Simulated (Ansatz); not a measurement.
`O[SiH2][CH2][GeH3]` + `BNC` → `B[N](C)[GeH3]` + `C[SiH2]O` at 298.15 K and 1 bar (ligand exchange at a Ge–C bond).

Isolated molecules relaxed with PBE0-D4/def2-TZVP in Ansatz; ΔE leaves out vibrations. CBS: MP2 limit from def2 TZ/QZ plus the TZ coupled-cluster correction, frozen cores. This one scheme is used for every species. For Ge outer-core shells are correlated without core-valence functions, which leaves a few kJ/mol of doubt a bond. Scalar relativity is left out up to krypton. Each species was taken in one conformer, which may not be the lowest.

| species | CCSD(T)/CBS energy (Eh) | H − E (kJ/mol) | S (J/(mol·K)) |
| --- | --- | --- | --- |
| `O[SiH2][CH2][GeH3]` | -2483.27897 | 236.7 | 367.2 |
| `BNC` | -121.18426 | 215.2 | 268.0 |
| `B[N](C)[GeH3]` | -2198.49616 | 255.3 | 333.9 |
| `C[SiH2]O` | -405.96945 | 193.7 | 296.5 |

H − E and S are ideal-gas, rigid-rotor, harmonic terms from PBE0-D4/def2-TZVP, for one conformer and one mirror image of each species. 1 Eh = 2625.50 kJ/mol, R = 8.31446 J/(mol·K).

Q: By hand: ΔE, ΔH, ΔS and ΔG.

A: ΔE = (-2198.49616) + (-405.96945) − (-2483.27897) − (-121.18426) = -0.00238 Eh = -6.2 kJ/mol. Δ(H − E) = 255.3 + 193.7 − 236.7 − 215.2 = -2.9, so ΔH = -9.1 kJ/mol. ΔS = 333.9 + 296.5 − 367.2 − 268.0 = -4.8 J/(mol·K). ΔG = -9.1 − 298.15 × (-4.8)/1000 = -7.7 kJ/mol.

Q: By hand: the equilibrium constant, and the temperature at which ΔG would vanish if ΔH and ΔS stayed fixed.

A: log₁₀ K = −ΔG/(RT ln 10) = 1.3. ΔG = 0 at ΔH/ΔS = 1896 K, though so small a ΔH makes that figure unsure.

The number of gas molecules stays the same, so ΔS is small and ΔH decides. A doubt of 5 kJ/mol in ΔE shifts log₁₀ K by 0.9 here. Other conformers and mirror images would add mixing entropy, several J/(mol·K) or more a flexible species. Modes under 60 cm⁻¹, often nearly free rotors, make the harmonic entropy too high. These are equilibria of isolated gas molecules and say nothing of rates. Largest T1 diagnostic: 0.013 (customary marks: 0.02 for closed shells, 0.045 for open ones).
